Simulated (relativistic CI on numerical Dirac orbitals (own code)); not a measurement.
# Energy levels of Tc5+

These numbers are calculated, not measured: Dirac-Coulomb-Breit CI, separate exchange-only KLI orbitals for each configuration, model QED, valence Slater integrals scaled by 0.85, P86 correlation energy added to each configuration (own radial code, finite nucleus).

Configurations in the expansion (outside the closed core [Ar] 3d10): 4s2 4p6 4d2, 4s2 4p6 4d 5s, 4s2 4p6 4d 4f, 4s2 4p6 4d 5p, 4s2 4p5 4d3, 4s2 4p6 4f2, 4s2 4p6 4d 5d, 4s2 4p6 5s2, 4s2 4p6 4d 6s, 4s2 4p6 4d 6p, 4s2 4p6 5s 5p, 4s 4p6 4d3, 4s2 4p6 4d 5f, 4s2 4p5 4d2 4f, 4s2 4p6 4d 6d, 4s2 4p6 4d 5g, 4s2 4p6 4d 7s, 4s2 4p6 4d 7p, 4s2 4p6 5p2, 4s2 4p6 4d 6f, 4s2 4p6 4f 5s, 4s2 4p5 4d2 5s, 4s2 4p6 4f 5p, 4s 4p6 4d2 4f, 4s2 4p5 4d2 5p, 4s2 4p5 4d2 5d, 4p6 4d4, 4p5 4d5. Double excitations out of closed p, d and f shells are left out; levels of such configurations are missing from the list, as are those of other unlisted configurations, and high levels can miss mixing partners. These lack a partner that the ground configuration has and come out too high: 4s2 4p5 4d2 4f, 4s2 4p5 4d2 5s, 4s 4p6 4d2 4f, 4s2 4p5 4d2 5p, 4s2 4p5 4d2 5d.

The lowest level is 4s2 4p6 4d2 3F_2, with 97 % of that term; Hund's rules for 4s2 4p6 4d2 give 3F with J = 2, in agreement.

```tsv
No.	Configuration	Term	J	E (cm⁻¹)	%	Landé g	jj configuration (%)
1	4s2 4p6 4d2	3F	2	0	97	0.673	4d3/2^2 (79)
2	4s2 4p6 4d2	3F	3	2049	99	1.083	4d3/2 4d5/2 (99)
3	4s2 4p6 4d2	3F	4	4324	98	1.248	4d5/2^2 (72)
4	4s2 4p6 4d2	1D	2	11972	67	1.150	4d3/2 4d5/2 (74)
5	4s2 4p6 4d2	3P	0	12476	98		4d3/2^2 (68)
6	4s2 4p6 4d2	3P	1	13338	99	1.501	4d3/2 4d5/2 (99)
7	4s2 4p6 4d2	3P	2	15667	68	1.344	4d5/2^2 (91)
8	4s2 4p6 4d2	1G	4	18333	98	1.001	4d3/2 4d5/2 (72)
9	4s2 4p6 4d2	1S	0	44196	98		4d5/2^2 (68)
10	4s2 4p6 4d 5s	3D	1	147375	99	0.498	4d3/2 5s (99)
11	4s2 4p6 4d 5s	3D	2	148246	93	1.157	4d3/2 5s (81)
12	4s2 4p6 4d 5s	3D	3	150532	99	1.334	4d5/2 5s (99)
13	4s2 4p6 4d 5s	1D	2	154952	93	1.009	4d5/2 5s (81)
14	4s2 4p6 4d 5p	1D°	2	211937	52	0.873	4d3/2 5p1/2 (87)
15	4s2 4p6 4d 5p	3D°	1	213687	93	0.541	4d3/2 5p1/2 (74)
16	4s2 4p6 4d 5p	3D°	2	215744	71	1.130	4d5/2 5p1/2 (74)
17	4s2 4p6 4d 5p	3F°	3	216854	53	1.189	4d5/2 5p1/2 (80)
18	4s2 4p6 4d 5p	3F°	2	217093	52	0.865	4d3/2 5p3/2 (80)
19	4s2 4p6 4d 5p	3D°	3	219186	51	1.211	4d3/2 5p3/2 (60)
20	4s2 4p6 4d 5p	3F°	4	222028	99	1.250	4d5/2 5p3/2 (99)
21	4s2 4p6 4d 5p	3P°	1	223300	85	1.406	4d3/2 5p3/2 (78)
22	4s2 4p6 4d 5p	3P°	0	223898	99		4d3/2 5p3/2 (99)
23	4s2 4p6 4d 5p	3P°	2	224943	92	1.465	4d5/2 5p3/2 (68)
24	4s2 4p6 4d 5p	1F°	3	226699	93	1.017	4d5/2 5p3/2 (47)
25	4s2 4p6 4d 5p	1P°	1	230346	84	1.052	4d5/2 5p3/2 (90)
26	4s2 4p6 4d 4f	1G°	4	301668	84	1.012	4d3/2 4f7/2 (39)
27	4s2 4p6 4d 4f	3F°	2	303873	76	0.726	4d3/2 4f5/2 (80)
28	4s2 4p6 4d 4f	3F°	3	304569	73	1.023	4d3/2 4f7/2 (52)
29	4s2 4p6 4d 4f	3H°	4	305420	48	0.998	4d3/2 4f5/2 (40)
30	4s2 4p6 4d 4f	3G°	3	305963	61	0.820	4d3/2 4f5/2 (44)
31	4s2 4p6 4d 4f	3F°	4	306145	47	1.047	4d5/2 4f7/2 (63)
32	4s2 4p6 4d 4f	3H°	5	306605	90	1.046	4d3/2 4f7/2 (62)
33	4s2 4p6 4d 4f	1D°	2	306764	75	0.954	4d5/2 4f7/2 (49)
34	4s2 4p6 4d 4f	3G°	4	307799	64	1.041	4d5/2 4f5/2 (62)
35	4s2 4p6 4d 4f	3H°	6	308205	97	1.167	4d5/2 4f7/2 (97)
36	4s2 4p6 5s2	1S	0	308457	95		closed (95)
37	4s2 4p6 4d 4f	3G°	5	309374	73	1.186	4d5/2 4f7/2 (62)
38	4s2 4p6 4d 4f	3D°	2	311781	69	1.197	4d3/2 4f7/2 (44)
39	4s2 4p6 4d 4f	3D°	1	311799	76	0.551	4d3/2 4f5/2 (48)
40	4s2 4p6 4d 4f	3D°	3	312291	76	1.317	4d5/2 4f7/2 (29)
41	4s2 4p6 4d 5d	1F	3	314939	77	0.997	4d3/2 5d3/2 (51)
42	4s2 4p6 4d 5d	3D	1	315608	79	0.605	4d3/2 5d3/2 (90)
43	4s2 4p6 4d 4f	3P°	2	315883	73	1.462	4d5/2 4f7/2 (38)
44	4s2 4p6 4d 4f	3P°	1	316730	81	1.452	4d5/2 4f5/2 (62)
45	4s2 4p6 4d 5d	3D	2	317022	97	1.161	4d3/2 5d5/2 (64)
46	4s2 4p6 4d 4f	3P°	0	317174	86		4d5/2 4f5/2 (86)
47	4s2 4p6 4d 5d	3G	3	317264	81	0.833	4d3/2 5d3/2 (46)
48	4s2 4p5 4d3	5S°	2	318193	93	1.976	4p3/2^3 4d3/2 4d5/2^2 (38)
49	4s2 4p6 4d 5d	3G	4	318551	97	1.052	4d3/2 5d5/2 (65)
50	4s2 4p6 4d 5d	3D	3	318844	79	1.252	4d5/2 5d5/2 (93)
51	4s2 4p6 4d 4f	1F°	3	319018	81	1.007	4d5/2 4f7/2 (50)
52	4s2 4p6 4d 5d	1P	1	319169	71	0.993	4d5/2 5d5/2 (43)
53	4s2 4p5 4d3	5D°	3	319539	61	1.397	4p3/2^3 4d3/2^2 4d5/2 (63)
54	4s2 4p5 4d3	5D°	2	319775	68	1.355	4p3/2^3 4d3/2^2 4d5/2 (38)
55	4s2 4p5 4d3	5D°	4	320208	61	1.433	4p3/2^3 4d3/2 4d5/2^2 (66)
56	4s2 4p5 4d3	5D°	1	320485	83	1.270	4p3/2^3 4d3/2^3 (31)
57	4s2 4p6 4d 5d	3G	5	320781	100	1.200	4d5/2 5d5/2 (100)
58	4s2 4p6 4d 5d	3F	2	320958	92	0.693	4d3/2 5d3/2 (86)
59	4s2 4p5 4d3	5D°	0	321201	99		4p3/2^3 4d3/2^2 4d5/2 (48)
60	4s2 4p6 4d 5d	3F	3	322677	95	1.084	4d5/2 5d3/2 (69)
61	4s2 4p6 4d 5d	3S	1	323078	87	1.885	4d5/2 5d5/2 (56)
62	4s2 4p6 4d 5d	3F	4	324025	96	1.242	4d5/2 5d5/2 (65)
63	4s2 4p5 4d3	5F°	5	325022	73	1.365	4p3/2^3 4d3/2 4d5/2^2 (59)
64	4s2 4p6 4d 5d	1D	2	326248	68	1.113	4d5/2 5d3/2 (49)
65	4s2 4p6 4d 5d	3P	0	326392	96		4d3/2 5d3/2 (76)
66	4s2 4p5 4d3	5F°	4	327343	39	1.352	4p3/2^3 4d3/2^2 4d5/2 (47)
67	4s2 4p6 4d 5d	3P	1	327433	95	1.518	4d5/2 5d3/2 (69)
68	4s2 4p5 4d3	5F°	1	328291	72	0.292	4p3/2^3 4d3/2^2 4d5/2 (52)
69	4s2 4p5 4d3	5F°	3	328363	40	1.265	4p3/2^3 4d3/2 4d5/2^2 (33)
70	4s2 4p5 4d3	5F°	2	328465	49	1.061	4p3/2^3 4d3/2^2 4d5/2 (40)
```

Energies count from the lowest computed level; ° marks odd parity. Filled j subshells are mostly left out of the jj labels.

The mean weight of the leading LS term, summed over parents, in these 70 levels is 80 %, and that of the leading jj configuration (from the same eigenvectors) 67 %, so LS coupling describes them better.

At this charge configurations can still be misplaced by up to about 7 % of their energy.

Landé's interval rule says that E(J) − E(J−1) = AJ with one A. For the ground term the intervals give A = 683.2, 568.6 cm⁻¹ for J = 3, 4; the multiplet is regular.

LS names give the leading component of a level, which can be under half, so a name can repeat, a term be missing and a line seem to break the LS rules.
